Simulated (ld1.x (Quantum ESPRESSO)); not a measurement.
# Co: excitation energies, all-electron against PAW

```
Element                 : Co (Z = 27)
Generator               : ld1.x (Quantum ESPRESSO) 7.5
Type                    : PAW
Functional              : BLYP
Relativity              : fully relativistic
Frozen core             : [Ne]
Valence charge          : 17
Reference configuration : 3s2 3p6 3d7 4s2 4p0
Partial waves           : 3s (bound): rcut 1.20, rcutus 1.55 bohr; 4s (bound): rcut 1.20, rcutus 1.55 bohr; 3p (bound): rcut 1.35, rcutus 1.60 bohr; 4p (bound, empty): rcut 1.35, rcutus 1.60 bohr; 3d (bound): rcut 1.30, rcutus 1.75 bohr; 3d channel at -0.1 Ry: rcut 1.30, rcutus 1.75 bohr
Local potential         : all-electron potential smoothed inside 1.55 bohr (lloc = -1)
Core correction         : Bessel-smoothed model core, default radius (core density twice the valence density)
Augmentation charge     : PSQ, inside the norm-conserving radii
```

Open shells are filled in proportion to 2j + 1 (rel_dist='average').

Energies are relative to the spin-unpolarised reference configuration 3s2 3p6 3d7 4s2 4p0; without spin polarisation the order of configurations can differ from experiment. Not all tests gave a result: test run stopped at test 5 of 7 (negative rho), 1 before it not solved. Left out of the table: 3s2 3p6 3d6 4s0 4p0 (solver errors, printed error -2441 eV). The frozen-core shift is the all-electron ΔE with the core orbitals held at their reference shape minus the fully relaxed ΔE.

```tsv
valence configuration	charge	ΔE all-electron (eV)	error AE − PS (meV)	frozen-core shift (meV)
3s2 3p6 3d7 4s1 4p0	+1	9.044	+1.1	0.0
3s2 3p6 3d7 4s0 4p0	+2	26.018	-1.9	+0.1
3s2 3p6 3d7 4s0 4p2	0	9.069	+46	0.0
```

The ghost test of this file was not conclusive.
